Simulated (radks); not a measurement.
The numbers below are computed, except where a source is named.
Spherical quantum dot in the effective-mass picture: electrons in a parabolic well V = omega^2 r^2 / 2 with omega = 3.68, with a point charge +1 (a donor) at the centre, all in effective atomic units (hartree* = m*/eps^2 hartree, bohr* = eps/m* bohr), one dielectric constant everywhere. Level of theory: non-relativistic Kohn-Sham, exchange-only LDA, spin-polarised, spherical densities (a radial shooting solver with Libxc functionals). Levels are named by radial order and angular momentum (1s, 1p, 1d, 2s, ...), and open shells are averaged over m. Results are scaled to m* = 0.124 and eps = 8.6, for which hartree* = 45.62 meV and bohr* = 3.67 nm.

N = 17, configuration 1s2 1p6 1d(up 5, down 2) 2s2. This is the lowest configuration that the search found. Occupied and some empty levels:

level,occupation,eigenvalue (meV),<r> (nm)
1s up,1,940.44,2.452
1s down,1,944.46,2.433
1p up,3,1068.7,3.365
1p down,3,1074.4,3.360
2s up,1,1183.7,3.522
2s down,1,1188.0,3.534
1d up,5,1192.0,3.961
1d down,2,1198.1,3.964
1f up,0,1320.3,4.435
1f down,0,1326.1,4.442
2p up,0,1333.9,4.050
2p down,0,1338.0,4.055
1g up,0,1453.8,4.841
1g down,0,1459.2,4.851

Energy (meV): total 13122.3, kinetic 3190.2, external 4442.2, Hartree 6134.9, exchange-correlation -645.01.
